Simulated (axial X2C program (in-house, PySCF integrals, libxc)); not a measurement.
**Bond lengths and stretching modes, held linear, of GeSH**

Computed with an axial X2C code built on PySCF integrals: two-component X2C with atomic mean-field Coulomb and Gaunt terms, Gaussian nuclei, basis Ge dyall-v3z, S dyall-av3z, H dyall-v3z with contracted cores. Spin-free rows use the one-electron spin-free X2C Hamiltonian.

Masses Ge 73.921, S 31.972, H 1.008 u. States: 2c Ω = 1/2 (beyond evenly filled blocks: ω = 1/2); spin-free M_S = 1/2, Λ = 1 (beyond evenly filled blocks: π+α).

MP2, 2c: energies above the lowest point

| r(Ge–S) (Å) | r(S–H) (Å) | E (meV) |
| --- | --- | --- |
| 2.1450 | 1.3094 | 33.05 |
| 2.1450 | 1.3430 | 22.96 |
| 2.1450 | 1.3766 | 42.51 |
| 2.2000 | 1.3094 | 9.81 |
| 2.2000 | 1.3430 | 0.00 |
| 2.2000 | 1.3766 | 19.89 |
| 2.2000 | 1.4102 | 64.56 |
| 2.2550 | 1.3094 | 27.34 |
| 2.2550 | 1.3430 | 17.75 |
| 2.2550 | 1.3766 | 37.90 |
| 2.3100 | 1.3430 | 67.64 |
| 2.3100 | 1.4102 | 133.16 |

Question: Fit a quadratic surface with cubic terms in each bond: where is the minimum, and what are the two stretching wavenumbers?

Answer: At MP2, 2c: bonds 2.202 and 1.336 Å; harmonic stretches 399.2 and 2747.8 cm⁻¹; force constants 2.14, 4.35 and coupling 0.02 mdyn/Å.

The other levels and Hamiltonians give:

```csv
Hamiltonian,level,r(Ge–S) (Å),r(S–H) (Å),lower stretch (cm⁻¹),upper stretch (cm⁻¹)
2c,PBE0,2.200,1.342,392.9,2709.1
2c,HF,2.241,1.324,369.5,2862.4
2c,r2SCAN,2.195,1.344,391.6,2680.3
spin-free,PBE0,2.199,1.341,393.6,2713.4
spin-free,HF,2.239,1.324,371.0,2865.3
spin-free,r2SCAN,2.193,1.343,391.9,2683.6
spin-free,MP2,2.200,1.336,400.2,2750.4
```

Each state is one determinant, the lowest of a limited PBE0 search; the stretches come from a fit to these few points and carry an uncertainty of a few per cent. Other orders of the atoms were not compared. MP2 freezes inner shells (threshold -2 hartree). The molecule was held linear; bending was not examined, so a bent shape may lie lower. Hydrosulfides and their kin are strongly bent in nature, so this linear model does not describe the real molecule. Note: functional without a current term on a determinant with orbital currents, of the molecule or an atom.
